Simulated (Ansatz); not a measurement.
Gas-phase electronic energies from Ansatz, PBE0-D4/def2-TZVP geometries. CBS: MP2 limit from def2 TZ/QZ plus the TZ coupled-cluster correction, frozen cores. This one scheme is used for every species. Functionals use def2-TZVPP. B3LYP here is the variant with VWN-RPA as its local correlation; programs differ in this. Each species was taken in one conformer, which may not be the lowest.

`C=C[SiH2]O[SiH2]F` + `OCO` → `C=COCO` + `F[SiH2]O[SiH3]`  (substitution at a C–Si bond)

(1) Is it downhill or uphill in electronic energy at CCSD(T)/CBS, and by how much? (An estimate is asked.)

(2) What do these levels give: B3LYP-D4, B2PLYP, PBE, B3LYP, CCSD/def2-TZVPP, MP2/CBS(def2)? (Best estimate.)

Largest T1 diagnostic among the species: 0.012.

Answers

(1) Ansatz gave: Uphill: ΔE = +16.1 kcal/mol.

(2) The calculation gave: B3LYP-D4 14.2, B2PLYP 14.2, PBE 13.1, B3LYP 13.4, CCSD/def2-TZVPP 15.4, MP2/CBS(def2) 16.6 kcal/mol.

From PBE to PBE0 (25 % exact exchange), in def2-TZVPP and without D4, ΔE moves by +0.8 kcal/mol. In def2-TZVPP, CCSD(T) changes the Hartree–Fock value by +1.3 kcal/mol (the triples alone add −0.2 kcal/mol) and MP2 by +1.8 kcal/mol.
